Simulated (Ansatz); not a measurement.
Total energies of TaSF₃ from Ansatz at PBE-D4/def2-TZVPD, gas phase (1 Eh = 27.2114 eV = 2625.5 kJ/mol). The reference geometry is relaxed at PBE0-D4/def2-SVP.

```
atom   x (Å)   y (Å)   z (Å)
 Ta1  -0.050  -0.036  -0.069
  S2   1.105   0.790   1.542
  F3  -0.097  -1.887   0.164
  F4   0.801   0.426  -1.664
  F5  -1.759   0.706   0.028
```

| state | geometry | energy (Eh) |
| --- | --- | --- |
| charge 0 singlet | reference | -754.77405 |
| charge -1 doublet | reference | -754.77608 |
| free Ta atom (quartet) | – | -56.85728 |
| free S atom (triplet) | – | -397.93910 |
| free F atom (doublet) | – | -99.67049 |

In the def2 sets Ta takes a core potential; there is no spin–orbit coupling.

(1) Work out the vertical electron affinity, to the doublet.

(2) What is the binding energy per atom against free atoms?

(1) E(charge 0 singlet) − E(charge -1 doublet) = -754.77405 − (-754.77608) = 0.00203 Eh = 0.06 eV; so near zero that its sign isn't settled.

(2) Atoms: 1 × (-56.85728) + 1 × (-397.93910) + 3 × (-99.67049) = -753.80785 Eh. Binding: -753.80785 − (-754.77405) = 0.96620 Eh = 26.29 eV, or 5.26 eV for each of 5 atoms (no zero-point energy, no counterpoise term).

At PBE-D4/def2-TZVPD the highest occupied level of the charge -1 doublet lies above zero (up to 2.31 eV). Energy differences disagree on whether the electron is bound (positive means bound): 0.06 eV (vertical, to the charge 0 singlet, at PBE-D4/def2-TZVPD), but -0.17 eV at LC-ωPBE (ω = 0.10 bohr⁻¹)/def2-TZVP. At PBE-D4/def2-TZVPD the gap within one spin of the charge -1 doublet nearly closes, so an electron or hole may be smeared out by delocalisation error.
